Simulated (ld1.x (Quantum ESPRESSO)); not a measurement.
Varying the TM potential for Au

Base potential:

ld1.x (Quantum ESPRESSO) 7.5 input, shortened:

```
&input
   title='Au', zed=79., rel=2, dft='PZ', iswitch=3,
   config='[Xe] 4f14 5d9 6s2 6p0', rel_dist='average'
 /
 &inputp
   pseudotype=2, tm=.true., lloc=-2, rcloc=2.00,
   nlcc=.true., new_core_ps=.true., rcore=1.70
 /
3
6S  1  0   2.00   0.00  2.05  2.05  0.0
6P  2  1   0.00   0.00  3.40  3.40  0.0
5D  3  2   9.00   0.00  2.05  2.05  0.0
 &test
   configts(1)='5d9 6s2 6p0'
 /
```

Open shells are filled in proportion to 2j + 1 (rel_dist='average').

Cutoffs, loose and tight: the cutoffs (Ry, on a coarse ladder) from which the occupation-weighted sum of valence levels, in a spherical-Bessel basis at the reference potential, stays within 10 and 1 mRy of its value at 400 Ry. They do not see the model core or the augmentation charge, which bear on the density cutoff. Test errors are all-electron minus pseudo excitation energies from the reference, over the configurations 5d10 6s1 6p0; 5d10 6s0 6p0; 5d9 6s0 6p0; 5d7 6s0 6p0; 5d10 6s0 6p1; 5d10 6s0.5 6p0; 5d8 6s0 6p0. A dash means not determined; rows that change the core or the reference have their own tests.

A true bound ghost makes a file unfit for plane-wave use even where its test errors are small: the radial tests pick states by their node count and pass the ghost by.

| change | outcome | cutoff, loose | cutoff, tight | bound ghosts | largest test error (meV) |
| --- | --- | --- | --- | --- | --- |
| base | generated | 45 Ry | 60 Ry | none | -303 |
| wave 6p (bound): rc 3.40 bohr becomes 6p (bound): rc 5.24 bohr | generated | 45 Ry | 60 Ry | none | -303 |
| local potential all-electron potential smoothed inside 3.32 bohr (lloc = -2) | generated | 45 Ry | 70 Ry | s | -880 |
| all radii but the core radius scaled by about 1.37 (s 2.80, p 4.66, d 2.80 bohr); local potential all-electron potential smoothed inside 2.74 bohr (lloc = -2) | generated | 35 Ry | 50 Ry | none | -589 |
| wave 6s (bound): rc 2.05 bohr becomes 6s (bound): rc 2.60 bohr | generated | 45 Ry | 60 Ry | none | -361 |
| core correction Bessel-smoothed model core inside 1.92 bohr | generated | 45 Ry | 60 Ry | none | -290 |
| functional PBEsol | generated | 45 Ry | 60 Ry | none | -332 |
| scalar-relativistic | generated | 45 Ry | 60 Ry | none | -335 |
| reference 5d10 6s1 6p0 | generated | 45 Ry | 60 Ry | none | -590 |
| wave 5d (bound): rc 2.05 bohr becomes 5d (bound): rc 1.56 bohr | generated | 45 Ry | 70 Ry | none | -304 |
| type ultrasoft; waves now 6s (bound): rcut 1.80, rcutus 2.05 bohr; 6s channel at 0.05 Ry: rcut 1.80, rcutus 2.05 bohr; 6p (bound): rcut 2.95, rcutus 3.40 bohr; 6p channel at 2.2 Ry: rcut 2.95, rcutus 3.40 bohr; 5d (bound): rcut 1.80, rcutus 2.05 bohr; 5d channel at -0.35 Ry: rcut 1.80, rcutus 2.05 bohr; local potential all-electron potential smoothed inside 3.35 bohr (lloc = -2); augmentation PSQ, radius 1.55 bohr | failed: chargeps: negative rho | – | – | – | – |
| all radii but the core radius scaled by about 1.40 (s 2.88, p 4.76, d 2.88 bohr); local potential all-electron potential smoothed inside 2.80 bohr (lloc = -2) | generated | 35 Ry | 50 Ry | none | -630 |

Q: What comes out with this change to the base: local potential all-electron potential smoothed inside 2.40 bohr (lloc = -1)?

A: outcome: generated; cutoff, loose: 45 Ry; cutoff, tight: 70 Ry; bound ghosts: none; largest test error (meV): -337.
